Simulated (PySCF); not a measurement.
Ge(H)3(OAc) (C2H6GeO2), SMILES C([O][GeH3])(C)=O. Atoms are numbered in the order given.

```xyz
11

Ge    -0.0335     1.3008     0.0000
O     -0.7507    -0.4016     0.0000
C      0.1510    -1.3893     0.0000
C     -0.4803    -2.7586     0.0000
O      1.3443    -1.1747     0.0000
H      0.7837     1.4970    -1.2832
H     -1.3165     2.1467     0.0000
H      0.7837     1.4970     1.2832
H      0.2981    -3.5305     0.0000
H     -1.1254    -2.8682    -0.8852
H     -1.1254    -2.8682     0.8852
```

Geometry: B3LYP-D3(BJ)/def2-SVP.

Two levels are set side by side: PBE/pcSseg-1 (PySCF) and KT2/pcSseg-1 (PySCF). GIAO shifts against GeH4 (⁷³Ge), H2O (¹⁷O), TMS (¹H), TMS (¹³C) at the same level; non-relativistic, no solvent, atoms listed together averaged. Differences are taken from unrounded values.

```json
[
 {"quantity": "δ(⁷³Ge) of Ge1 (ppm)", "KT2": "231.6", "PBE": "236.6", "PBE minus KT2": "4.9"},
 {"quantity": "δ(¹⁷O) of O2 (ppm)", "KT2": "215.4", "PBE": "229.9", "PBE minus KT2": "14.5"},
 {"quantity": "δ(¹³C) of C3 (ppm)", "KT2": "169.8", "PBE": "177.6", "PBE minus KT2": "7.8"},
 {"quantity": "δ(¹³C) of C4 (ppm)", "KT2": "22.7", "PBE": "23.7", "PBE minus KT2": "1.0"},
 {"quantity": "δ(¹⁷O) of O5 (ppm)", "KT2": "438.3", "PBE": "464.8", "PBE minus KT2": "26.5"}
]
```

Rough cost on one machine, each run with all the roots and properties that it gave: KT2 against PBE within a factor of 2.
